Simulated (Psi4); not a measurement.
hydrogen fluoride (hydrogen fluoride), singlet, geometry from GFN2-xTB; Psi4 1.11 with R2SCAN/aug-cc-pVDZ.

Psi4 was given this input:
```
memory 2 GB

molecule mol {
0 1
F    -0.000000   -0.000000   -0.093252
H     0.000000    0.000000    0.839265
}

set {
  basis aug-cc-pvdz
  reference rks
}

energy('r2scan')
print_variables()
```

Problem. Predict the main parts of the log of this Psi4 run.

Solution. 
```
   => Loading Basis Set <=

    Name: AUG-CC-PVDZ
    Role: ORBITAL
    Keyword: BASIS

         ---------------------------------------------------------
                                   SCF
               by Justin Turney, Rob Parrish, Andy Simmonett
                          and Daniel G. A. Smith
                              RKS Reference
         ---------------------------------------------------------

  ==> Geometry <==

    Molecular point group: c2v
    Full point group: C_inf_v

    Geometry (in Angstrom), charge = 0, multiplicity = 1:

       Center              X                  Y                   Z               Mass
    ------------   -----------------  -----------------  -----------------  -----------------
         F            0.000000000000     0.000000000000    -0.046976069973    18.998403162730
         H            0.000000000000     0.000000000000     0.885540930027     1.007825032230

  Running in c2v symmetry.

  Rotational constants: A = ************  B =     20.25564  C =     20.25564 [cm^-1]
  Rotational constants: A = ************  B = 607248.79425  C = 607248.79425 [MHz]
  Nuclear repulsion =    5.107247263084749

  Charge       = 0
  Multiplicity = 1
  Electrons    = 10
  Nalpha       = 5
  Nbeta        = 5

  ==> Algorithm <==

  SCF Algorithm Type is DF.
  DIIS enabled.
  MOM disabled.
  Fractional occupation disabled.
  Guess Type is SAD.
  Energy threshold   = 1.00e-06
  Density threshold  = 1.00e-06
  Integral threshold = 1.00e-12

  ==> Primary Basis <==

  Basis Set: AUG-CC-PVDZ
    Blend: AUG-CC-PVDZ
    Number of shells: 14
    Number of basis functions: 32
    Number of Cartesian functions: 34
    Spherical Harmonics?: true
    Max angular momentum: 2

  ==> DFT Potential <==

   => LibXC <=

    Version 7.1.2
    S. Lehtola, C. Steigemann, M. J. T. Oliveira, and M. A. L. Marques,  SoftwareX 7, 1–5 (2018) (10.1016/j.softx.2017.11.002)

   => Composite Functional: R2SCAN <=

    r2SCAN Meta-GGA XC Functional  (0.1021/acs.jpclett.0c02405)
    J. W. Furness, A. D. Kaplan, J. Ning, J. P. Perdew, J. Sun  J. Phys. Chem. Lett.  11, 8208–8215, 2020

    Deriv               =              1
    GGA                 =           TRUE
    Meta                =           TRUE

    Exchange Hybrid     =          FALSE
    MP2 Hybrid          =          FALSE

   => Exchange Functionals <=

    1.0000   XC_MGGA_X_R2SCAN

   => Correlation Functionals <=

    1.0000   XC_MGGA_C_R2SCAN

   => LibXC Density Thresholds  <==

[...]
   @DF-RKS iter   3:  -100.41375547661947   -1.75017e-01   2.84393e-03 DIIS/ADIIS
   @DF-RKS iter   4:  -100.41459882759756   -8.43351e-04   9.74030e-05 DIIS
   @DF-RKS iter   5:  -100.41459984723278   -1.01964e-06   3.58203e-05 DIIS
   @DF-RKS iter   6:  -100.41459998104887   -1.33816e-07   1.46437e-06 DIIS
   @DF-RKS iter   7:  -100.41459998135991   -3.11047e-10   1.40804e-07 DIIS
  Energy and wave function converged.

  ==> Post-Iterations <==

   Electrons on quadrature grid:
      Ntotal   =    9.9999999414 ; deviation = -5.857e-08

    Orbital Energies [Eh]
    ---------------------

    Doubly Occupied:

[...]
    Virtual:

[...]
    Final Occupation by Irrep:
             A1    A2    B1    B2
    DOCC [     3,    0,    1,    1 ]
    NA   [     3,    0,    1,    1 ]
    NB   [     3,    0,    1,    1 ]

  @DF-RKS Final Energy:  -100.41459998135991

   => Energetics <=

    Nuclear Repulsion Energy =              5.1072472630847487
    One-Electron Energy =                -150.2395236060986292
    Two-Electron Energy =                  55.4830741099304916
    DFT Exchange-Correlation Energy =     -10.7653977482765448
    Empirical Dispersion Energy =           0.0000000000000000
    VV10 Nonlocal Energy =                  0.0000000000000000
    Total Energy =                       -100.4145999813599133

Computation Completed

Properties will be evaluated at   0.000000,   0.000000,   0.000000 [a0]

Properties computed using the SCF density matrix

 Multipole Moments:

 ------------------------------------------------------------------------------------
     Multipole            Electronic (a.u.)      Nuclear  (a.u.)        Total (a.u.)
 ------------------------------------------------------------------------------------

 L = 1.  Multiply by 2.5417464519 to convert [e a0] to [Debye]
 Dipole X            :          0.0000000            0.0000000            0.0000000
 Dipole Y            :          0.0000000            0.0000000            0.0000000
 Dipole Z            :         -0.1643526            0.8744827            0.7101300
 Magnitude           :                                                    0.7101300

 ------------------------------------------------------------------------------------

  Variable Map:
  ----------------------------------------------------------------------------
[...]
  Array Variable Map:
  ----------------------------------------------------------------------------
[...]
[...]
```
